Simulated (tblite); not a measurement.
C5H8O2.
Numbering: `[CH3:1][O:2][C@@H:3]1[CH2:4][C@H:5]1[CH:6]=[O:7]` (hydrogens: H8, H9, H10 on C1; H11 on C3; H12, H13 on C4; H14 on C5; H15 on C6)

Computed with GFN2-xTB (tblite), gas phase: Langevin dynamics at 600 K from the optimised GFN2-xTB geometry, time step 0.5 fs, friction 0.01 fs⁻¹, 2000 steps. The instantaneous temperature is 2·E(kin)/(3Nk) with all 3N coordinates.

```
t (fs)  T (K)  E(pot) above start (eV)  C1–O2 (Å)  O2–C3 (Å)  C3–C4 (Å)  C4–C5 (Å)  C5–C6 (Å)  C1–H8 (Å)  C1–O2–C3–C4 (°)
     0    478                    0.000      1.412      1.379      1.480      1.514      1.462      1.095              156
    25    329                    0.694      1.432      1.409      1.454      1.499      1.457      1.123              153
    50    367                    1.074      1.394      1.393      1.423      1.563      1.441      1.098              150
    75    374                    0.888      1.376      1.437      1.497      1.566      1.453      1.144              139
   100    369                    0.939      1.401      1.416      1.502      1.483      1.452      1.146              137
   125    392                    0.847      1.461      1.355      1.484      1.604      1.496      1.083              138
   150    458                    0.527      1.446      1.373      1.534      1.532      1.471      1.067              140
   175    445                    0.861      1.386      1.409      1.553      1.537      1.451      1.042              164
   200    560                    0.757      1.338      1.378      1.476      1.562      1.481      1.080              176
   225    599                    0.837      1.455      1.347      1.514      1.469      1.473      1.048             -175
   250    626                    1.149      1.532      1.353      1.504      1.528      1.497      1.007             -159
   275    726                    1.013      1.503      1.324      1.442      1.533      1.480      1.087             -152
   300    692                    1.254      1.327      1.415      1.466      1.424      1.418      1.200             -161
   325    629                    1.199      1.357      1.474      1.471      1.535      1.535      1.238             -168
   350    713                    0.983      1.454      1.444      1.454      1.551      1.496      1.220             -168
   375    583                    1.199      1.421      1.393      1.448      1.486      1.426      1.154             -159
   400    654                    1.252      1.404      1.330      1.465      1.527      1.532      1.038             -143
   425    731                    1.103      1.404      1.320      1.493      1.469      1.456      1.034             -142
   450    770                    1.147      1.391      1.444      1.488      1.533      1.383      1.076             -149
   475    777                    1.212      1.391      1.454      1.564      1.623      1.492      1.117             -140
   500    672                    1.457      1.379      1.361      1.491      1.542      1.462      1.129             -146
   525    789                    1.129      1.431      1.421      1.540      1.534      1.414      1.132             -143
   550    550                    1.299      1.465      1.449      1.543      1.566      1.447      1.085             -133
   575    654                    0.720      1.384      1.396      1.525      1.513      1.471      1.052             -120
   600    494                    0.910      1.368      1.389      1.444      1.514      1.463      1.100             -109
   625    522                    1.027      1.415      1.412      1.482      1.540      1.513      1.114             -112
   650    581                    1.135      1.415      1.330      1.538      1.460      1.509      1.079             -130
   675    498                    1.036      1.461      1.308      1.478      1.494      1.488      1.094             -148
   700    650                    0.960      1.487      1.341      1.523      1.521      1.451      1.136             -162
   725    732                    0.847      1.354      1.434      1.486      1.510      1.465      1.121             -169
   750    789                    0.735      1.401      1.397      1.508      1.557      1.419      1.101              168
   775    659                    0.977      1.422      1.419      1.523      1.620      1.482      1.168              156
   800    411                    1.080      1.411      1.436      1.558      1.469      1.474      1.165              141
   825    391                    1.033      1.422      1.335      1.446      1.586      1.481      1.169              141
   850    644                    0.755      1.539      1.419      1.469      1.567      1.460      1.076              160
   875    447                    0.882      1.438      1.400      1.426      1.524      1.453      1.056              175
   900    419                    0.792      1.366      1.414      1.453      1.528      1.467      1.095              180
   925    493                    1.039      1.309      1.477      1.490      1.530      1.457      1.078             -168
   950    558                    0.799      1.358      1.466      1.460      1.463      1.464      1.046             -158
   975    424                    0.796      1.474      1.402      1.452      1.552      1.495      1.063             -149
  1000    394                    0.891      1.478      1.398      1.489      1.565      1.493      1.110             -151
```

Task: From 500 fs on, how do temperature and potential energy compare with equipartition?

Result: The mean temperature of these 21 frames is 560 K against the target 600 K, and the mean potential energy 0.97 eV against 39 × kT/2 = 1.01 eV for 39 classical harmonic modes. For 15 atoms in a canonical ensemble the temperature itself scatters by T·√(2/(3N)) = 126 K; here its standard deviation is 124 K. The whole run lasts only 10 friction times of 100 fs, so these averages carry a wide statistical error.

Task: What are the kinetic and total energies of the listed frame with the highest potential energy?

Result: The one at 500 fs, 1.457 eV above the start. Its kinetic energy is 3NkT/2 = 1.303 eV at 672 K, so the sum is 2.76 eV; over the listed frames the sum runs from 0.93 to 2.76 eV, since the thermostat adds and removes energy.

Task: How much do the listed bonds fluctuate from 500 fs on?

Result: 
```json
{"bond": "C1–O2", "at the start (Å)": "1.412", "mean (Å)": "1.418", "standard deviation (Å)": "0.053"}
{"bond": "O2–C3", "at the start (Å)": "1.379", "mean (Å)": "1.400", "standard deviation (Å)": "0.043"}
{"bond": "C3–C4", "at the start (Å)": "1.480", "mean (Å)": "1.492", "standard deviation (Å)": "0.037"}
{"bond": "C4–C5", "at the start (Å)": "1.514", "mean (Å)": "1.531", "standard deviation (Å)": "0.039"}
{"bond": "C5–C6", "at the start (Å)": "1.462", "mean (Å)": "1.468", "standard deviation (Å)": "0.024"}
{"bond": "C1–H8", "at the start (Å)": "1.095", "mean (Å)": "1.103", "standard deviation (Å)": "0.036"}
```

The motion is classical and holds no zero-point motion.

The cost below is that of the whole dynamics run. On Arm Neoverse N1, one thread, shared host with 64 logical CPUs at a one-minute load of 61, this took 16 s and 0.18 GiB of memory at its peak.
